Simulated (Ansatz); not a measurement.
# Nudged elastic band run: H₅NS₂Si

Input file:

```yaml
crystal:
  periodic: [false, false, false]
  atoms:
    - { symbol: "N", position_ang: [-0.162708, 0.857585, -1.153362] }
    - { symbol: Si, position_ang: [0.65908, -0.530365, -0.585235] }
    - { symbol: S, position_ang: [-0.296157, -1.59436, 1.059842] }
    - { symbol: S, position_ang: [-0.265452, -0.082068, 2.515181] }
    - { symbol: H, position_ang: [-1.041048, 0.80128, -1.630675] }
    - { symbol: H, position_ang: [-0.032279, 1.749496, -0.717914] }
    - { symbol: H, position_ang: [1.998656, -0.11017, -0.139347] }
    - { symbol: H, position_ang: [0.704605, -1.565339, -1.637914] }
    - { symbol: H, position_ang: [-1.476097, 0.42764, 2.272224] }
basis:
  gaussian: { orbitals: def2-SVP }
hamiltonian:
  xc: hf
neb:
  order_check: false
  images: 3
  f_tol: 0.05
  max_iterations: 60
  initial_path: idpp
  climbing: true
  final_atoms:
    - { symbol: "N", position_ang: [0.04009823, 0.9888528, -1.29400802] }
    - { symbol: Si, position_ang: [0.67040928, -0.37805064, -0.48265885] }
    - { symbol: S, position_ang: [0.75397517, -0.24935198, 1.69190974] }
    - { symbol: S, position_ang: [-1.29113369, -0.00416996, 2.09858604] }
    - { symbol: H, position_ang: [-0.94936473, 1.13727482, -1.34335661] }
    - { symbol: H, position_ang: [0.53733084, 1.85857378, -1.30238274] }
    - { symbol: H, position_ang: [2.08952631, -0.5662416, -0.84456465] }
    - { symbol: H, position_ang: [-0.16554981, -1.54222028, -0.82791845] }
    - { symbol: H, position_ang: [-1.5966916, -1.29096793, 2.28719353] }
```

Run as:

```bash
$ ansatz run input.yaml --threads 1 --pin off --max-ram 2048MiB --backend cpu --events-out ev --progress --plain --runs-dir out
```

Output, in part (warnings, iteration lines, the closing report on the highest movable image, with atoms numbered from 0):

```
NEB end point (image 0): max|allowed force component| = 6.611e-3 eV/Å (the criterion of neb.relax_end_points is 1.000e-2)
NEB end point (image 4): max|allowed force component| = 9.059e-3 eV/Å (the criterion of neb.relax_end_points is 1.000e-2)
NEB iter   1: max|band force component| = 5.892e-1 eV/Å  barrier→ = 0.3583 eV  barrier← = 0.3674 eV  Δτ_max = 0.1989 Å  (181 SCF iters)
NEB iter   2: max|band force component| = 6.630e-1 eV/Å  barrier→ = 0.2016 eV  barrier← = 0.2107 eV  Δτ_max = 0.1004 Å  (102 SCF iters)
NEB iter   3: max|band force component| = 1.507e-1 eV/Å  barrier→ = 0.1660 eV  barrier← = 0.1751 eV  CI = image 2  Δτ_max = 0.1281 Å  (106 SCF iters)
NEB iter   4: max|band force component| = 1.069e-1 eV/Å  barrier→ = 0.1571 eV  barrier← = 0.1662 eV  CI = image 2  Δτ_max = 0.1077 Å  (101 SCF iters)
NEB iter   5: max|band force component| = 8.594e-2 eV/Å  barrier→ = 0.1529 eV  barrier← = 0.1621 eV  CI = image 2  Δτ_max = 0.0249 Å  (101 SCF iters)
NEB iter   6: max|band force component| = 7.221e-2 eV/Å  barrier→ = 0.1520 eV  barrier← = 0.1612 eV  CI = image 2  Δτ_max = 0.0297 Å  (97 SCF iters)
NEB iter   7: max|band force component| = 5.875e-2 eV/Å  barrier→ = 0.1514 eV  barrier← = 0.1605 eV  CI = image 2  Δτ_max = 0.0181 Å  (105 SCF iters)
NEB iter   8: max|band force component| = 3.703e-2 eV/Å  barrier→ = 0.1512 eV  barrier← = 0.1603 eV  CI = image 2  Δτ_max = 0.0000 Å  (195 SCF iters)
Total energy: -31048.56841930 eV, -1141.0138439338 hartree
Atom 0 at     0.200561     1.046574    -0.907894 Å, force    -0.012568     0.036767     0.001353 eV/Å
Atom 1 at     0.831708    -0.498305    -0.541453 Å, force     0.013167    -0.021342     0.011299 eV/Å
Atom 2 at     0.095962    -1.396210     1.334829 Å, force    -0.015695     0.006997    -0.006549 eV/Å
Atom 3 at    -1.185029     0.057985     2.120717 Å, force    -0.005233     0.008441     0.018449 eV/Å
Atom 4 at    -0.732125     1.144859    -1.260054 Å, force    -0.000018    -0.019812    -0.004932 eV/Å
Atom 5 at     0.445539     1.837582    -0.343202 Å, force     0.006985    -0.004118    -0.006327 eV/Å
Atom 6 at     2.297380    -0.416811    -0.398460 Å, force    -0.001812    -0.003293     0.003666 eV/Å
Atom 7 at     0.467138    -1.438928    -1.618360 Å, force    -0.004969     0.007501    -0.008992 eV/Å
Atom 8 at    -2.332534    -0.383047     1.596676 Å, force     0.020144    -0.011141    -0.007968 eV/Å
Dipole moment:    -0.255424     0.302547    -0.318977 e Å
```

The run converged. Another band between the same ends (7 images) ends at a top of the same energy, where a vibrational analysis finds 1 clearly imaginary mode. So few images can step over the top or miss a turn of the path.

Final band (atoms are numbered from 1 in the order of the input):

```json
{"image": "0", "path coordinate (Å)": "0.00", "energy (eV)": "0.000", "dihedral N1–Si2–S3–S4 (°)": "-62"}
{"image": "1", "path coordinate (Å)": "0.91", "energy (eV)": "0.070", "dihedral N1–Si2–S3–S4 (°)": "-35"}
{"image": "2", "path coordinate (Å)": "1.82", "energy (eV)": "0.151", "dihedral N1–Si2–S3–S4 (°)": "-1"}
{"image": "3", "path coordinate (Å)": "2.83", "energy (eV)": "0.064", "dihedral N1–Si2–S3–S4 (°)": "33"}
{"image": "4", "path coordinate (Å)": "3.84", "energy (eV)": "-0.009", "dihedral N1–Si2–S3–S4 (°)": "61"}
```

Run time: 64 s on 1 CPU thread of a shared host.
